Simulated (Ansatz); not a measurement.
BBr$_{3}$, SMILES `BrB(Br)Br` with one electron removed (charge 1, multiplicity 2), Ansatz (a program for electronic structure) with frozen-core CCSD(T)/cc-pVTZ // r2SCAN-D4/def2-TZVP. The calculation was stopped at its time limit.

Ansatz 0.2 input:
```yaml
crystal:
  periodic: [false, false, false]
  atoms:
    - { symbol: Br, position_ang: [1.84497, -0.461839, 0.007427] }
    - { symbol: B, position_ang: [0.000032, 0.000007, -0.000052] }
    - { symbol: Br, position_ang: [-0.522606, 1.828642, -0.002713] }
    - { symbol: Br, position_ang: [-1.322396, -1.366811, -0.004663] }
basis:
  gaussian: { orbitals: cc-pVTZ }
correlation:
  method: ccsd_t
total_charge: 1
magnetization:
  spin_polarized: true
  initial_magnetization: 1
```

The last lines of the output:

```
determinant -210665.01604003 eV, -7741.7965455945 hartree, with singles and doubles -210686.31840481 eV, -7742.5793930610 hartree
determinant -210665.01593572 eV, -7741.7965417614 hartree, with singles and doubles -210686.31834812 eV, -7742.5793909775 hartree
determinant -210664.89953035 eV, -7741.7922639429 hartree, with singles and doubles -210686.38358142 eV, -7742.5817882572 hartree
determinant -210664.85565459 eV, -7741.7906515385 hartree, with singles and doubles -210685.82155246 eV, -7742.5611340741 hartree
determinant -210664.85562798 eV, -7741.7906505605 hartree, with singles and doubles -210685.82148528 eV, -7742.5611316050 hartree
determinant -210664.67086403 eV, -7741.7838606106 hartree, with singles and doubles -210685.83689558 eV, -7742.5616979232 hartree
determinant -210664.67074329 eV, -7741.7838561733 hartree, with singles and doubles -210685.83680638 eV, -7742.5616946450 hartree
determinant -210664.16647192 eV, -7741.7653245426 hartree, with singles and doubles -210685.59402770 eV, -7742.5527726931 hartree
determinant -210664.16639778 eV, -7741.7653218177 hartree, with singles and doubles -210685.59395496 eV, -7742.5527700200 hartree
determinant -210664.16629268 eV, -7741.7653179553 hartree, with singles and doubles -210685.59385137 eV, -7742.5527662133 hartree
determinant -210662.35851866 eV, -7741.6988834854 hartree, with singles and doubles -210683.93922627 eV, -7742.4919598624 hartree
determinant -210665.29517853 eV, -7741.8068037453 hartree, with singles and doubles -210686.34961346 eV, -7742.5805399579 hartree
determinant -210665.29511778 eV, -7741.8068015126 hartree, with singles and doubles -210686.34957049 eV, -7742.5805383785 hartree
determinant -210665.29505985 eV, -7741.8067993839 hartree, with singles and doubles -210686.34952068 eV, -7742.5805365482 hartree
determinant -210665.01617419 eV, -7741.7965505248 hartree, with singles and doubles -210686.36822098 eV, -7742.5812237713 hartree
determinant -210665.01604003 eV, -7741.7965455945 hartree, with singles and doubles -210686.36818474 eV, -7742.5812224396 hartree
determinant -210665.01593572 eV, -7741.7965417614 hartree, with singles and doubles -210686.36815327 eV, -7742.5812212831 hartree
determinant -210664.89953035 eV, -7741.7922639429 hartree, with singles and doubles -210686.38310461 eV, -7742.5817707350 hartree
determinant -210664.67086403 eV, -7741.7838606106 hartree, with singles and doubles -210685.83857849 eV, -7742.5617597691 hartree
```
